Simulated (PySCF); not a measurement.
Spinor energies of Sc¹²⁺ (scandium, charge +12)

Start: [He] 2s2 2p5; 2p1/2 filled at m_j = -1/2, +1/2; 2p3/2 filled at m_j = -1/2, +1/2, +3/2. Calculated with PySCF 2.14 in an even-tempered Gaussian basis (18 s from 2 bohr⁻², ratio 2.4; 11 p from 2.6 bohr⁻², ratio 2.4; 5 d from 13 bohr⁻², ratio 2.6; 5 f from 20 bohr⁻², ratio 2.6): generalised Hartree-Fock with the X2C-1e Hamiltonian and a Gaussian nucleus; one run each with spin-orbit coupling (SO) switched off, then screened by Boettger's factors.

| spinor shell | electrons | ε, spin-free (eV) | ε, screened SO (eV) | weight of nominal j (screened SO) | rms radius, screened SO (bohr) |
| --- | --- | --- | --- | --- | --- |
| 1s1/2 | 2 | -4916.4 | -4916.2 | 1.000 | 0.0842 |
| 2s1/2 | 2 | -849.11 | -849.03 | 1.000 | 0.359 |
| 2p1/2 | 2 | -764.12 | -768.28 | 0.820 | 0.323 |
| 2p3/2 | 3 | -764.12 | -761.82 | 0.880 | 0.325 |

```json
{"quantity": "E (hartree)", "spin-free": "-691.82236", "screened SO": "-691.88643"}
{"quantity": "M_J", "spin-free": "3/2", "screened SO": "3/2"}
{"quantity": "⟨J²⟩", "spin-free": "3.750", "screened SO": "3.750"}
{"quantity": "⟨L²⟩", "spin-free": "2.000", "screened SO": "2.000"}
{"quantity": "⟨S²⟩", "spin-free": "0.750", "screened SO": "0.750"}
```

Each row is a mean over spinors that exchange with the open shell spreads, by up to 15.380 eV (2s1/2).

Rows whose weight is well below 1 are mixtures of j = l ± 1/2: exchange outweighs spin-orbit coupling there, and the label is only the starting occupation.

Without spin-orbit coupling the j labels of p, d and f shells carry no meaning; the spin-free column gives the mean over the occupied spinors of each nl shell.
